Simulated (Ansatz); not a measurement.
Basis-set extrapolation for C9H18 (`CCCC1CCCCC1`) (PBE0-D4/def2-TZVP geometry, frozen core, the Gaussian-basis code of Ansatz). Multiplicity 1, RHF reference.

|  | def2-TZVPP | def2-QZVPP |
| --- | --- | --- |
| HF | -351.432128 | -351.448262 |
| MP2 correlation | -1.569610 | -1.665789 |
| CCSD(T) correlation | -1.727485 | not run |

Energies in hartree. Use E(X) = E(∞) + A·exp(−7.88·√X) for Hartree–Fock and E(X) = E(∞) + B·X^(−2.97) for correlation, with X = 3 and 4, and add CCSD(T) minus MP2 of the smaller set to the MP2 limit.

What is the CCSD(T) energy at the basis-set limit?

HF limit: -351.448262 + (-0.016134) × 0.13774 = -351.45048. MP2 limit: -1.665789 + (-0.096179) × 0.74074 = -1.73703. Higher-order term: -1.727485 − (-1.569610) = -0.15787. Total: -353.34538 hartree, 5.05 eV below CCSD(T)/def2-TZVPP.
